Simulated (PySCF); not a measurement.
A species of formula C7H12O has this rotational fingerprint, computed with PBE0/def2-SVPD in PySCF (dipole) on a GFN2-xTB geometry, gas phase:

| Property | Result |
| --- | --- |
| Rotational constants | A = 2910, B = 2026, C = 1322 MHz |
| Dipole components | \|μa\| = 2.30 D, \|μb\| = 2.02 D, \|μc\| = 1.07 D |
| Inertial defect | -40.79 u·Å² |
| κ | -0.11 |

**Question.** Which candidate fits, each taken in the one conformer that was computed?
A. `[CH3:1][CH2:2][C@@H:3]1[CH2:4][CH2:5][C:6](=[O:7])[CH2:8]1` with C1–C2–C3–C4 -178°, C2–C3–C4–C5 -161°, C3–C4–C5–C6 31°, C4–C5–C6–O7 168°, C5–C6–C8–C3 -12°
B. `[CH3:1][CH2:2][CH2:3][C@H:4]1[CH:5]=[CH:6][CH2:7][O:8]1` with C1–C2–C3–C4 179°, C2–C3–C4–C5 -179°
C. `[CH3:1][C:2](=[O:3])[CH2:4][CH:5]1[CH2:6][CH2:7][CH2:8]1` with C1–C2–C4–C5 94°, C2–C4–C5–C6 -81°, C4–C5–C6–C7 -132°, C5–C6–C7–C8 12°, C6–C7–C8–C5 -12°, C4–C5–C8–C7 133°
D. `[CH2:1]=[CH:2][C@@H:3]1[CH2:4][CH2:5][O:6][C@@H:7]1[CH3:8]` with C1–C2–C3–C4 -128°, C2–C3–C4–C5 -88°, C3–C4–C5–O6 -13°, C4–C5–O6–C7 -12°, C5–O6–C7–C8 156°
E. `[CH3:1][C@@H:2]1[CH2:3][CH2:4][CH2:5][CH2:6][C:7]1=[O:8]` with C1–C2–C3–C4 180°, C2–C3–C4–C5 59°, C3–C4–C5–C6 -58°, C4–C5–C6–C7 56°

**Answer.** E. It is C[C@@H]1CCCCC1=O, an asymmetric top, point group C1. The candidates at the same level (rigid rotor, commonest isotopes):

```
               SMILES  A (MHz)  B (MHz)  C (MHz)  μa (D)  μb (D)  μc (D)  Δ (u·Å²)  point group                        rotor
        CC(=O)CC1CCC1     4378     1163     1034    2.02    1.78    1.56    -61.39           C1  near-prolate asymmetric top
   CC[C@@H]1CCC(=O)C1     4146     1279     1033    2.80    1.89    0.17    -27.73           C1               asymmetric top
     C[C@@H]1CCCCC1=O     2910     2026     1322    2.30    2.02    1.07    -40.79           C1               asymmetric top
C=C[C@@H]1CCO[C@@H]1C     2831     1912     1354    0.55    0.89    1.05    -69.55           C1               asymmetric top
      CCC[C@H]1C=CCO1     5185     1100     1002    0.64    1.18    0.49    -52.38           C1  near-prolate asymmetric top
```

`CC[C@@H]1CCC(=O)C1` has A 42 % too high; `CC(=O)CC1CCC1` has A 50 % too high; `C=C[C@@H]1CCO[C@@H]1C` has B 6 % too low; `CCC[C@H]1C=CCO1` has A 78 % too high. No structure here is proved a minimum.
